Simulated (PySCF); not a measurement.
B(AsH2)(F)(H) (AsBFH3), SMILES FB[AsH2]. Coordinates come from a PBE-D3(BJ)/def2-TZVP optimisation.

The numbers are results of PBE-D3(BJ)/def2-TZVP run with PySCF, not measurements.

Harmonic wavenumbers (cm⁻¹): 176, 250, 442, 527, 693, 808, 951, 1061, 1262, 2145, 2164, 2540. Rotational constants (GHz): 38.50, 3.284, 3.103; symmetry number 1.

Problem. Work out the zero-point energy and the ideal-gas rigid-rotor harmonic-oscillator thermochemistry at 298.15 K and 1 atm.

Solution. ZPE = ½ Σ hcν = ½ × 13020 cm⁻¹ = 77.88 kJ/mol. H − E(el) = 92.62 kJ/mol. Entropy in J/(mol K): translation 167.11, rotation 101.33, vibration 26.16, total 294.60. G − E(el) = 4.79 kJ/mol. Cp = 69.30 J/(mol K).
